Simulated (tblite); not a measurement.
Species: C7H16P (charge +1).
Numbering: `[CH3:1][C@@H:2]1[CH2:3][CH2:4][CH2:5][P@@H+:6]([CH3:7])[CH2:8]1` (hydrogens: H9, H10, H11 on C1; H12 on C2; H13, H14 on C3; H15, H16 on C4; H17, H18 on C5; H19 on P6; H20, H21, H22 on C7; H23, H24 on C8)

The geometry is computed with GFN2-xTB (gas phase).

(1) Give the optimised bond lengths and angles.

Answers

(1) 
| bond | length (Å) |
| --- | --- |
| C1–C2 | 1.525 |
| C2–C3 | 1.535 |
| C3–C4 | 1.529 |
| C4–C5 | 1.533 |
| C5–P6 | 1.808 |
| P6–C7 | 1.804 |
| P6–C8 | 1.807 |
| C2–C8 | 1.538 |
| C1–H9, C1–H10, C1–H11 | 1.088 |
| C2–H12 | 1.095 |
| C3–H13 | 1.090 |
| C3–H14 | 1.093 |
| C4–H15 | 1.091 |
| C4–H16 | 1.091 |
| C5–H17 | 1.093 |
| C5–H18 | 1.096 |
| P6–H19 | 1.378 |
| C7–H20, C7–H21, C7–H22 | 1.091 |
| C8–H23 | 1.093 |
| C8–H24 | 1.096 |

Bonds in one row agree within 0.01 Å and their mean is given. A selection of angles:
| angle | degrees |
| --- | --- |
| C1–C2–C3 | 112.6 |
| C1–C2–C8 | 110.8 |
| C3–C2–C8 | 111.3 |
| C2–C3–C4 | 114.8 |
| C3–C4–C5 | 112.3 |
| C4–C5–P6 | 109.6 |
| C5–P6–C7 | 112.4 |
| C5–P6–C8 | 106.4 |
| C7–P6–C8 | 111.5 |
| C2–C8–P6 | 111.2 |

Torsions: C1–C2–C3–C4 -61° (synclinal); C2–C3–C4–C5 -66° (synclinal); C3–C4–C5–P6 57° (synclinal); C4–C5–P6–C7 -170° (antiperiplanar); C5–P6–C8–C2 47° (synclinal); C1–C2–C8–P6 72° (synclinal).

P6 (phosphonium phosphorus) is tetrahedral (angles from 106.4° to 112.4°). Of the pairs four or more bonds apart, H11···H15 is among the closest relative to their van der Waals radii: 2.22 Å, 93 % of the sum of Bondi's values. The 6-membered ring C2–C3–C4–C5–P6–C8 has internal angles of 106.4° to 114.8° (sum 666°, against 720° for a flat polygon); it is puckered, 0.25 Å rms from its mean plane, widest ring torsion 66°.

Point group: C1 (no symmetry element, even within 0.4 Å). Its GFN2-xTB frequencies are all real (lowest 95 cm⁻¹). 2 starts were optimised and ended at 0.00 and 3.45 kcal/mol (GFN2-xTB); the lowest of these is shown.

One conformer stands for the species.
